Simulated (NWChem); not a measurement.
CH₃ClFIn; SMILES [In]([CH3])([F])[Cl]

All runs: NWChem. Geometry: optimised at PBE0/def2-SVP. No frequency run checked for a minimum. def2 effective core potentials on In; no spin-orbit coupling. Ions are spin-unrestricted doublets at the neutral geometry; other ion states weren't tried.

Task: Predict the results for PBE/def2-SVP. Quantities: vertical ionisation energy, ΔSCF (eV); −ε(HOMO) (eV).

Result: 
| Item | Result |
|---|---|
| vertical ionisation energy, ΔSCF (eV) | 10.29 |
| −ε(HOMO) (eV) | 7.11 |
